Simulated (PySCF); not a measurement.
Method: PBE-D3(BJ)/def2-TZVP // PBE0-D3(BJ)/def2-SVP (PySCF). Isolated molecules, 0 K electronic values unless said otherwise. One relaxed conformer stands for a flexible species; it need not be the lowest. Excitations are Tamm–Dancoff values on a coarser integration grid. The basis has no diffuse functions, so Rydberg states are missing or too high.

Reference species (SMILES): `C[O][Ge]([O]C)([O]C)[O]C` (neutral, multiplicity 1).

- S1 excitation (TDA) = 5.77 eV
- S1 oscillator strength = 0.011
- HOMO = -6.45 eV

After one change: the S1 excitation (TDA) decreases by 3.11 eV; the S1 oscillator strength falls by 0.011; the HOMO falls by 0.20 eV.

Problem. Which change was made? The new species is one of these.
A) `C[O][Ge]([I])([O]C)[O]C`
B) `C[O][Ge]([I])([I])[O]C` (C–O–Ge–I torsion -63°, I–Ge–O–C torsion -178°)
C) `[I][Ge]([I])([I])[I]`
D) `C[O][Ge]([I])([I])[I]` (C–O–Ge–I torsion 180°)

Solution. C, `[I][Ge]([I])([I])[I]`
